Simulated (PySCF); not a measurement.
# A survey of $^{31}$P NMR shifts

- geometry from GFN2-xTB
- GIAO PBE0/pcSseg-1 shieldings
- program: PySCF 2.14.0 with density-fitted response routines
- non-relativistic Hamiltonian, one conformer, gas phase, rapidly exchanging positions averaged

Shieldings were converted by a linear fit to measured shifts: $^{31}$P (scatter 18.1 ppm rms vs H3PO4, solution or neat liquid). A few per cent of atoms miss by over 2 rms, more outside the fitted compound classes.

Q: Match the shifts 247.2, 111.2, 2.8, -28.9, -52.6, -218.7 ppm to `C#CP1C=C1`, `CCn1cpc(Cl)c1`, `Cc1[pH]c2ccccc2c1C`, `C=C/C=P\c1ccccc1C`, `NP1(=N[SiH3])CCOCC1`, `CC#CC#P`.

A: 247.2: C=C/C=P\c1ccccc1C (phosphorus bonded to 2 C); 111.2: CCn1cpc(Cl)c1 (phosphorus bonded to 2 C, in a 5-membered ring); 2.8: NP1(=N[SiH3])CCOCC1 (phosphorus bonded to 2 C, 2 N, in a 6-membered ring); -28.9: CC#CC#P (phosphorus bonded to C); -52.6: Cc1[pH]c2ccccc2c1C (ring phosphorus); -218.7: C#CP1C=C1 (phosphorus bonded to 3 C, in a 3-membered ring).
